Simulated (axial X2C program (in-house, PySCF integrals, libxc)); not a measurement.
## Potential curves of ZrO, with spin–orbit coupling

Calculated with an in-house relativistic program for diatomic molecules. Two-component (2c) means X2C with spin–orbit coupling and atomic mean-field two-electron Coulomb and Gaunt terms. Basis: Zr dyall-cv3z [11s12p9d6f3g], O dyall-av3z [7s6p3d2f] (cores contracted in-house); Gaussian nuclei, density fitting, unrestricted open shells. Masses: Zr 89.905 u, O 15.995 u.

State: Ω = 1 (⟨Sz⟩ = -1.00, ⟨Lz⟩ = 2.00 at r2SCAN). Energies in cm⁻¹ from the lowest point of each curve. Fits are polynomials in 1 − R0/R over 0.85 to 1.23 times the lowest point R0.

```csv
R (Å),r2SCAN
1.4938,14144
1.5625,6262
1.6140,2692
1.6655,709
1.7170,0
1.7771,438
1.8372,1914
1.9145,4895
2.0089,9580
2.1463,17288
```

Occupations by symmetry block were frozen at the best pattern of an incomplete PBE0 search. Density functionals use the spin component along the axis (collinear). PBE0 can misorder states that lie within some tenths of an eV, so this need not be the ground state of the molecule. The nearest other 2c determinant of the search, Ω = 3, lies 0.08 eV up at the distance of the search. Without a current term, density functionals place determinants with orbital angular momentum somewhat too high. With several unpaired electrons one determinant need not be a pure state.

Q: What are Re and ωe at the r2SCAN level?

A: At r2SCAN, 2c: Re = 1.725 Å, ωe ≈ 953 cm⁻¹; Be follows as 0.417 cm⁻¹.
